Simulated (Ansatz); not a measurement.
`F[SiH]1[SiH2][SiH2]1`, relaxed with RKS PBE0-D4/def2-TZVP in the Gaussian-basis code of Ansatz from a PBE-D4/def2-SVP geometry. The force threshold is 0.005 eV/Å; the program also tests the step.

Charge 0, multiplicity 1.

Start:

```xyz
9

F     1.945   -1.940   -0.052
Si    0.463   -1.249    0.132
Si   -0.011    0.818    1.092
Si   -0.490    0.397   -1.210
H    -0.539   -2.296    0.534
H     1.081    1.847    1.180
H    -1.012    0.951    2.207
H    -1.849    0.218   -1.829
H     0.412    1.254   -2.054
```

How much energy does the relaxation release, and in how many steps? (An estimate is asked.)

The calculation gave: 1.20 kcal/mol, in 4 steps.

Which bonds change most? (An estimate is asked.)

Ansatz gave: F1–Si2 from 1.645 to 1.601 Å; Si3–Si4 from 2.389 to 2.368 Å; Si4–H8 from 1.504 to 1.485 Å; Si3–H7 from 1.504 to 1.485 Å.

Give the relaxed structure. (Best estimate.)

The calculation gave: 
```xyz
9

F     1.906   -1.903   -0.051
Si    0.460   -1.240    0.131
Si   -0.012    0.811    1.083
Si   -0.486    0.393   -1.199
H    -0.522   -2.281    0.526
H     1.073    1.821    1.168
H    -1.000    0.946    2.184
H    -1.828    0.219   -1.810
H     0.411    1.234   -2.032
```
